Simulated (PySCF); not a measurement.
Fractional electron number in Cr²⁺ (chromium, charge +2)

The 3d alpha orbital of [Ar] 3d4 is emptied in steps (occupation f), with all orbitals relaxed, ending at [Ar] 3d3. Calculation: PySCF 2.14, in x2c-TZVPall (6s5p4d1f, 48 functions); the spin-free X2C one-electron Hamiltonian (Gaussian nucleus). The exact energy is a straight line in f; departures are measured from the line between the end points of the same method.

| f | HSE06 (eV) |
| --- | --- |
| 1 | 0.000 |
| 0.9 | -0.524 |
| 0.7 | -1.231 |
| 0.5 | -1.474 |
| 0.3 | -1.245 |
| 0.1 | -0.536 |
| 0 | 0.000 |

| method | E(f=0) − E(f=1) (eV) | −ε at f=1 (eV) | −ε at f=0.5 (eV) |
| --- | --- | --- | --- |
| HSE06 | 31.259 | 25.459 | 31.217 |

Orbital energy along the path (eV):

```json
{"f": "1", "HSE06": "-25.459"}
{"f": "0.9", "HSE06": "-26.585"}
{"f": "0.7", "HSE06": "-28.876"}
{"f": "0.5", "HSE06": "-31.217"}
{"f": "0.3", "HSE06": "-33.599"}
{"f": "0.1", "HSE06": "-36.013"}
{"f": "0", "HSE06": "-37.230"}
```

Reference removal energy between the ground levels: 30.959 ± 0.025 eV (measured; NIST Atomic Spectra Database, ionization energies). The calculation has no spin-orbit coupling. The determinant left behind need not be the lowest term of the ion.
